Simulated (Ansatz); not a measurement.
Method: PBE-D3(BJ)/def2-SVP in Ansatz (an electronic-structure program). No frequencies were computed at this level.

Ansatz 0.2 input:
```yaml
crystal:
  periodic: [false, false, false]
  atoms:
    - { symbol: Nb, position_ang: [-0.116245, -0.045708, 0.178127] }
    - { symbol: O, position_ang: [-1.885352, 0.130026, -0.177192] }
    - { symbol: H, position_ang: [-2.817091, 0.262299, -0.369508] }
    - { symbol: O, position_ang: [-0.513137, -0.740296, 1.927465] }
    - { symbol: H, position_ang: [-1.358382, -0.945604, 2.337217] }
    - { symbol: O, position_ang: [0.158869, -0.924456, -1.511106] }
    - { symbol: H, position_ang: [-0.473206, -1.185115, -2.18705] }
    - { symbol: O, position_ang: [1.619207, -0.201244, 0.52596] }
    - { symbol: H, position_ang: [2.540177, -0.389918, 0.71526] }
    - { symbol: N, position_ang: [0.060927, 1.940588, 0.106563] }
    - { symbol: H, position_ang: [0.929889, 2.44976, 0.250236] }
    - { symbol: H, position_ang: [-0.688014, 2.603705, -0.074522] }
basis:
  gaussian: { orbitals: def2-svp }
hamiltonian:
  xc: pbe
  dispersion: d3bj
relax:
  max_steps: 150
```

Output:

```
[...]
mean field -11315.34131346 eV, -415.8311234558 hartree, gradient 1.8e-5 eV, S^2 0.000000; 0 other end points of the search recorded, 0 dependent functions left out
reference -11315.34139196 eV, -415.8311263408 hartree; 29, 29 occupied and 102, 102 virtual orbitals, 1369 factors
relax step  16: F+E_penalty+E_count = -11315.59826878 eV  Δ(F+E_penalty+E_count) = -5.797e-4 eV  max|allowed force component| = 1.054e-1 eV/Å  Δτ_max = 0.0499 Å  (32 SCF iters, accepted)
these checks for a lower state are left out or cut short: starts, cluster_reference, orbital_swaps, neighbouring_geometries, increment
1369 factors; their error is unknown
mean field evaluation 128: about -11315.2975 eV, gradient 5.2e0 eV
mean field -11315.34197716 eV, -415.8311478464 hartree, gradient 2.2e-5 eV, S^2 0.000000; 0 other end points of the search recorded, 0 dependent functions left out
reference -11315.34205600 eV, -415.8311507437 hartree; 29, 29 occupied and 102, 102 virtual orbitals, 1369 factors
relax step  17: F+E_penalty+E_count = -11315.59896406 eV  Δ(F+E_penalty+E_count) = -6.953e-4 eV  max|allowed force component| = 1.253e-1 eV/Å  Δτ_max = 0.0945 Å  (31 SCF iters, accepted)
these checks for a lower state are left out or cut short: starts, cluster_reference, orbital_swaps, neighbouring_geometries, increment
1369 factors; their error is unknown
mean field -11315.34386716 eV, -415.8312173025 hartree, gradient 1.8e-5 eV, S^2 0.000000; 0 other end points of the search recorded, 0 dependent functions left out
reference -11315.34394604 eV, -415.8312202015 hartree; 29, 29 occupied and 102, 102 virtual orbitals, 1369 factors
relax step  18: F+E_penalty+E_count = -11315.60090095 eV  Δ(F+E_penalty+E_count) = -1.937e-3 eV  max|allowed force component| = 9.558e-2 eV/Å  Δτ_max = 0.0224 Å  (32 SCF iters, accepted)
these checks for a lower state are left out or cut short: starts, cluster_reference, orbital_swaps, neighbouring_geometries, increment
1369 factors; their error is unknown
mean field -11315.34799194 eV, -415.8313688855 hartree, gradient 1.5e-5 eV, S^2 0.000000; 0 other end points of the search recorded, 0 dependent functions left out
reference -11315.34807115 eV, -415.8313717965 hartree; 29, 29 occupied and 102, 102 virtual orbitals, 1369 factors
relax step  19: F+E_penalty+E_count = -11315.60532674 eV  Δ(F+E_penalty+E_count) = -4.426e-3 eV  max|allowed force component| = 9.255e-2 eV/Å  Δτ_max = 0.1540 Å  (31 SCF iters, accepted)
these checks for a lower state are left out or cut short: starts, cluster_reference, orbital_swaps, neighbouring_geometries, increment
1369 factors; their error is unknown
mean field -11315.32289875 eV, -415.8304467276 hartree, gradient 8.0e-6 eV, S^2 0.000000; 0 other end points of the search recorded, 0 dependent functions left out
reference -11315.32297828 eV, -415.8304496504 hartree; 29, 29 occupied and 102, 102 virtual orbitals, 1369 factors
relax step  20: F+E_penalty+E_count = -11315.58029682 eV  Δ(F+E_penalty+E_count) = +2.503e-2 eV  max|allowed force component| = 1.226e0 eV/Å  Δτ_max = 0.1953 Å  (32 SCF iters, rejected (line search))
these checks for a lower state are left out or cut short: starts, cluster_reference, orbital_swaps, neighbouring_geometries, increment
1369 factors; their error is unknown
mean field evaluation 160: about -11315.3494 eV, gradient 1.3e-3 eV
mean field -11315.34939470 eV, -415.8314204361 hartree, gradient 2.4e-5 eV, S^2 0.000000; 0 other end points of the search recorded, 0 dependent functions left out
reference -11315.34947411 eV, -415.8314233541 hartree; 29, 29 occupied and 102, 102 virtual orbitals, 1369 factors
relax step  21: F+E_penalty+E_count = -11315.60697942 eV  Δ(F+E_penalty+E_count) = -1.653e-3 eV  max|allowed force component| = 2.716e-1 eV/Å  Δτ_max = 0.0976 Å  (31 SCF iters, accepted)
these checks for a lower state are left out or cut short: starts, cluster_reference, orbital_swaps, neighbouring_geometries, increment
1369 factors; their error is unknown
mean field -11315.35450359 eV, -415.8316081842 hartree, gradient 2.3e-5 eV, S^2 0.000000; 0 other end points of the search recorded, 0 dependent functions left out
reference -11315.35458327 eV, -415.8316111123 hartree; 29, 29 occupied and 102, 102 virtual orbitals, 1369 factors
relax step  22: F+E_penalty+E_count = -11315.61179934 eV  Δ(F+E_penalty+E_count) = -4.820e-3 eV  max|allowed force component| = 7.931e-2 eV/Å  Δτ_max = 0.1000 Å  (31 SCF iters, accepted)
these checks for a lower state are left out or cut short: starts, cluster_reference, orbital_swaps, neighbouring_geometries, increment
1369 factors; their error is unknown
mean field -11315.35628841 eV, -415.8316737751 hartree, gradient 1.7e-5 eV, S^2 0.000000; 0 other end points of the search recorded, 0 dependent functions left out
reference -11315.35636825 eV, -415.8316767091 hartree; 29, 29 occupied and 102, 102 virtual orbitals, 1369 factors
relax step  23: F+E_penalty+E_count = -11315.61342055 eV  Δ(F+E_penalty+E_count) = -1.621e-3 eV  max|allowed force component| = 2.676e-1 eV/Å  Δτ_max = 0.0667 Å  (32 SCF iters, accepted)
these checks for a lower state are left out or cut short: starts, cluster_reference, orbital_swaps, neighbouring_geometries, increment
1369 factors; their error is unknown
mean field -11315.35808208 eV, -415.8317396912 hartree, gradient 1.9e-5 eV, S^2 0.000000; 0 other end points of the search recorded, 0 dependent functions left out
reference -11315.35816205 eV, -415.8317426302 hartree; 29, 29 occupied and 102, 102 virtual orbitals, 1369 factors
relax step  24: F+E_penalty+E_count = -11315.61514022 eV  Δ(F+E_penalty+E_count) = -1.720e-3 eV  max|allowed force component| = 2.553e-1 eV/Å  Δτ_max = 0.0469 Å  (31 SCF iters, accepted)
these checks for a lower state are left out or cut short: starts, cluster_reference, orbital_swaps, neighbouring_geometries, increment
1369 factors; their error is unknown
mean field -11315.36006454 eV, -415.8318125453 hartree, gradient 2.0e-5 eV, S^2 0.000000; 0 other end points of the search recorded, 0 dependent functions left out
reference -11315.36014462 eV, -415.8318154882 hartree; 29, 29 occupied and 102, 102 virtual orbitals, 1369 factors
relax step  25: F+E_penalty+E_count = -11315.61711123 eV  Δ(F+E_penalty+E_count) = -1.971e-3 eV  max|allowed force component| = 1.632e-1 eV/Å  Δτ_max = 0.0464 Å  (32 SCF iters, accepted)
these checks for a lower state are left out or cut short: starts, cluster_reference, orbital_swaps, neighbouring_geometries, increment
1369 factors; their error is unknown
mean field evaluation 192: about -11315.4037 eV, gradient 4.4e-2 eV
mean field -11315.36210543 eV, -415.8318875467 hartree, gradient 1.7e-5 eV, S^2 0.000000; 0 other end points of the search recorded, 0 dependent functions left out
reference -11315.36218568 eV, -415.8318904956 hartree; 29, 29 occupied and 102, 102 virtual orbitals, 1369 factors
relax step  26: F+E_penalty+E_count = -11315.61915494 eV  Δ(F+E_penalty+E_count) = -2.044e-3 eV  max|allowed force component| = 1.380e-1 eV/Å  Δτ_max = 0.0779 Å  (31 SCF iters, accepted)
these checks for a lower state are left out or cut short: starts, cluster_reference, orbital_swaps, neighbouring_geometries, increment
1369 factors; their error is unknown
mean field -11315.36300458 eV, -415.8319205898 hartree, gradient 1.7e-5 eV, S^2 0.000000; 0 other end points of the search recorded, 0 dependent functions left out
reference -11315.36308499 eV, -415.8319235447 hartree; 29, 29 occupied and 102, 102 virtual orbitals, 1369 factors
relax step  27: F+E_penalty+E_count = -11315.61987648 eV  Δ(F+E_penalty+E_count) = -7.215e-4 eV  max|allowed force component| = 2.757e-1 eV/Å  Δτ_max = 0.0838 Å  (31 SCF iters, accepted)
these checks for a lower state are left out or cut short: starts, cluster_reference, orbital_swaps, neighbouring_geometries, increment
1369 factors; their error is unknown
mean field -11315.36381917 eV, -415.8319505254 hartree, gradient 2.0e-5 eV, S^2 0.000000; 0 other end points of the search recorded, 0 dependent functions left out
reference -11315.36389957 eV, -415.8319534799 hartree; 29, 29 occupied and 102, 102 virtual orbitals, 1369 factors
relax step  28: F+E_penalty+E_count = -11315.62075531 eV  Δ(F+E_penalty+E_count) = -8.788e-4 eV  max|allowed force component| = 1.610e-1 eV/Å  Δτ_max = 0.0130 Å  (32 SCF iters, accepted)
these checks for a lower state are left out or cut short: starts, cluster_reference, orbital_swaps, neighbouring_geometries, increment
1369 factors; their error is unknown
mean field -11315.36335926 eV, -415.8319336239 hartree, gradient 1.7e-5 eV, S^2 0.000000; 0 other end points of the search recorded, 0 dependent functions left out
reference -11315.36343974 eV, -415.8319365816 hartree; 29, 29 occupied and 102, 102 virtual orbitals, 1369 factors
relax step  29: F+E_penalty+E_count = -11315.62023246 eV  Δ(F+E_penalty+E_count) = +5.229e-4 eV  max|allowed force component| = 6.049e-2 eV/Å  Δτ_max = 0.0692 Å  (31 SCF iters, rejected (line search))
these checks for a lower state are left out or cut short: starts, cluster_reference, orbital_swaps, neighbouring_geometries, increment
1369 factors; their error is unknown
mean field evaluation 224: about -11315.3648 eV, gradient 2.1e-5 eV
mean field -11315.36482931 eV, -415.8319876472 hartree, gradient 2.1e-5 eV, S^2 0.000000; 0 other end points of the search recorded, 0 dependent functions left out
reference -11315.36490977 eV, -415.8319906042 hartree; 29, 29 occupied and 102, 102 virtual orbitals, 1369 factors
relax step  30: F+E_penalty+E_count = -11315.62171194 eV  Δ(F+E_penalty+E_count) = -9.566e-4 eV  max|allowed force component| = 2.686e-2 eV/Å  Δτ_max = 0.0337 Å  (33 SCF iters, accepted)
these checks for a lower state are left out or cut short: starts, cluster_reference, orbital_swaps, neighbouring_geometries, increment
1369 factors; their error is unknown
mean field -11315.36497337 eV, -415.8319929414 hartree, gradient 2.1e-5 eV, S^2 0.000000; 0 other end points of the search recorded, 0 dependent functions left out
reference -11315.36505386 eV, -415.8319958996 hartree; 29, 29 occupied and 102, 102 virtual orbitals, 1369 factors
relax step  31: F+E_penalty+E_count = -11315.62183036 eV  Δ(F+E_penalty+E_count) = -1.184e-4 eV  max|allowed force component| = 2.289e-2 eV/Å  Δτ_max = 0.0251 Å  (32 SCF iters, accepted)
these checks for a lower state are left out or cut short: starts, cluster_reference, orbital_swaps, neighbouring_geometries, increment
1369 factors; their error is unknown
mean field -11315.36507228 eV, -415.8319965764 hartree, gradient 2.1e-5 eV, S^2 0.000000; 0 other end points of the search recorded, 0 dependent functions left out
reference -11315.36515280 eV, -415.8319995353 hartree; 29, 29 occupied and 102, 102 virtual orbitals, 1369 factors
relax step  32: F+E_penalty+E_count = -11315.62194040 eV  Δ(F+E_penalty+E_count) = -1.100e-4 eV  max|allowed force component| = 1.375e-2 eV/Å  Δτ_max = 0.0101 Å  (33 SCF iters, accepted)
these checks for a lower state are left out or cut short: starts, cluster_reference, orbital_swaps, neighbouring_geometries, increment
1369 factors; their error is unknown
mean field -11315.36513140 eV, -415.8319987489 hartree, gradient 2.1e-5 eV, S^2 0.000000; 0 other end points of the search recorded, 0 dependent functions left out
reference -11315.36521193 eV, -415.8320017085 hartree; 29, 29 occupied and 102, 102 virtual orbitals, 1369 factors
relax step  33: F+E_penalty+E_count = -11315.62200009 eV  Δ(F+E_penalty+E_count) = -5.969e-5 eV  max|allowed force component| = 1.221e-2 eV/Å  Δτ_max = 0.0118 Å  (33 SCF iters, accepted)
these checks for a lower state are left out or cut short: starts, cluster_reference, orbital_swaps, neighbouring_geometries, increment
1369 factors; their error is unknown
mean field -11315.36517047 eV, -415.8320001848 hartree, gradient 2.1e-5 eV, S^2 0.000000; 0 other end points of the search recorded, 0 dependent functions left out
reference -11315.36525102 eV, -415.8320031449 hartree; 29, 29 occupied and 102, 102 virtual orbitals, 1369 factors
relax step  34: F+E_penalty+E_count = -11315.62202201 eV  Δ(F+E_penalty+E_count) = -2.192e-5 eV  max|allowed force component| = 6.077e-3 eV/Å  Δτ_max = 0.0097 Å  (33 SCF iters, accepted)
1369 factors; their error is unknown
mean field evaluation 256: about -11286.4044 eV, gradient 1.3e2 eV
mean field -11315.36517047 eV, -415.8320001848 hartree, gradient 2.6e-5 eV, S^2 0.000000; 1 other end points of the search recorded, 0 dependent functions left out
reference -11315.36525102 eV, -415.8320031449 hartree; 29, 29 occupied and 102, 102 virtual orbitals, 1369 factors
Total energy: -11315.62210256 eV, -415.8414422648 hartree
Atom 0 at    -0.107351    -0.091598     0.323552 Å, force    -0.002452    -0.000583    -0.002180 eV/Å
Atom 1 at    -1.931733     0.167795    -0.284764 Å, force    -0.005407     0.003038    -0.003360 eV/Å
Atom 2 at    -2.345630     0.575220    -1.063043 Å, force     0.003310    -0.002361     0.005284 eV/Å
Atom 3 at    -0.638307    -0.996604     1.925334 Å, force    -0.003619     0.001187    -0.000796 eV/Å
Atom 4 at    -1.506848    -0.919922     2.357949 Å, force     0.004343     0.000163    -0.001509 eV/Å
Atom 5 at     0.214067    -1.080764    -1.338541 Å, force     0.002133     0.001852     0.002114 eV/Å
Atom 6 at    -0.584409    -1.313582    -1.845992 Å, force     0.000666    -0.000200     0.001138 eV/Å
Atom 7 at     1.787738    -0.133583     0.528601 Å, force     0.005970    -0.000550    -0.006077 eV/Å
Atom 8 at     2.531705    -0.108409    -0.097366 Å, force    -0.005358    -0.000376     0.005216 eV/Å
Atom 9 at    -0.008021     1.901316     0.385046 Å, force     0.001157    -0.001845     0.001166 eV/Å
Atom 10 at     0.852458     2.424755     0.569413 Å, force    -0.000545     0.000140     0.000084 eV/Å
Atom 11 at    -0.806027     2.529412     0.261261 Å, force    -0.000198    -0.000464    -0.001081 eV/Å
Dipole moment:    -0.329217     0.447666    -0.290087 e Å
```

Cost: around 2.1 core-minutes (rough).
